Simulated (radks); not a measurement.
Results of a calculation; reference values are marked as such.
Isoelectronic series with 43 electrons, each ion in its NIST ground configuration. Level of theory: Dirac Kohn-Sham, PBE, spin-unpolarised, spherical densities, point nucleus; open shells are shared between the two j in proportion to 2j + 1 (a radial shooting solver on a logarithmic mesh with Libxc functionals). Total energies (hartree) and orbital eigenvalues (Ry):

Tc: configuration [Kr] 4d5 5s2; E (hartree) -4286.27089; 4d5/2 -0.48131; 4d3/2 -0.50232; 4p3/2 -3.26290
Ru+: configuration [Kr] 4d7; E (hartree) -4531.27193; 4d5/2 -0.91222; 4d3/2 -0.93662; 4p3/2 -3.87874
Rh2+: configuration [Kr] 4d7; E (hartree) -4784.03502; 4d5/2 -1.87871; 4d3/2 -1.91145; 4p3/2 -5.14361
Pd3+: configuration [Kr] 4d7; E (hartree) -5044.57805; 4d5/2 -3.04283; 4d3/2 -3.08514; 4p3/2 -6.61269
Ag4+: configuration [Kr] 4d7; E (hartree) -5312.91247; 4d5/2 -4.38062; 4d3/2 -4.43380; 4p3/2 -8.25840
Cd5+: configuration [Kr] 4d7; E (hartree) -5589.06031; 4d5/2 -5.87864; 4d3/2 -5.94409; 4p3/2 -10.06598
In6+: configuration [Kr] 4d7; E (hartree) -5873.05031; 4d5/2 -7.52854; 4d3/2 -7.60779; 4p3/2 -12.02663
Sn7+: configuration [Kr] 4d7; E (hartree) -6164.91604; 4d5/2 -9.32476; 4d3/2 -9.41941; 4p3/2 -14.13469
Sb8+: configuration [Kr] 4d7; E (hartree) -6464.69484; 4d5/2 -11.26334; 4d3/2 -11.37514; 4p3/2 -16.38629
Te9+: configuration [Kr] 4d7; E (hartree) -6772.42725; 4d5/2 -13.34137; 4d3/2 -13.47216; 4p3/2 -18.77864
I10+: configuration [Kr] 4d7; E (hartree) -7088.15667; 4d5/2 -15.55662; 4d3/2 -15.70838; 4p3/2 -21.30972
Xe11+: configuration [Kr] 4d7; E (hartree) -7411.92913; 4d5/2 -17.90736; 4d3/2 -18.08219; 4p3/2 -23.97799
